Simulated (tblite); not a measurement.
Give a GFN2-xTB geometry of `C(C(C#N)O[C@@H](CC)F)#N`.

```xyz
17
C6H7FN2O angstrom
C     -2.651    0.697   -0.208
C     -1.204    0.681   -0.682
C     -0.327   -0.152    0.238
F     -0.732   -1.477    0.207
O      0.977   -0.078   -0.209
C      1.931   -0.767    0.592
C      2.112   -0.132    1.897
N      2.215    0.383    2.910
C      3.211   -0.765   -0.105
N      4.217   -0.764   -0.642
H     -2.726    1.138    0.784
H     -3.048   -0.314   -0.169
H     -3.257    1.281   -0.894
H     -0.788    1.688   -0.705
H     -1.135    0.256   -1.685
H     -0.426    0.153    1.295
H      1.623   -1.817    0.753
```

Any rigid rotation of these coordinates is as good. Atoms count from 1 in this order. The 4 C–C bonds span 1.458 Å (C6–C9, drawn single) to 1.522 Å (C1–C2, drawn single), a spread of 0.064 Å. The 2 C–O bonds span 1.381 Å (C3–O5, drawn single) to 1.423 Å (O5–C6, drawn single), a spread of 0.042 Å. Of the pairs four or more bonds apart, C7···H16 is among the closest relative to their van der Waals radii: 2.62 Å, 90 % of the sum of Bondi's values.

Bonds between heavy atoms (Å): C1–C2 1.522, C2–C3 1.520, C3–F4 1.386, C3–O5 1.381, O5–C6 1.423, C6–C7 1.462, C7≡N8 1.141, C6–C9 1.458, C9≡N10 1.140.

Structure optimised with GFN2-xTB, isolated species.

Point group: C1 (no symmetry element, even within 0.4 Å). Its GFN2-xTB frequencies are all real (lowest 40 cm⁻¹). One conformer, not necessarily the lowest (C1–C2–C3–F4 64°, C2–C3–O5–C6 177°, C3–O5–C6–C7 -68°). 2 starts were optimised and ended at 0.00 and 1.13 kcal/mol (GFN2-xTB); the lowest of these is shown.

These are computed values.
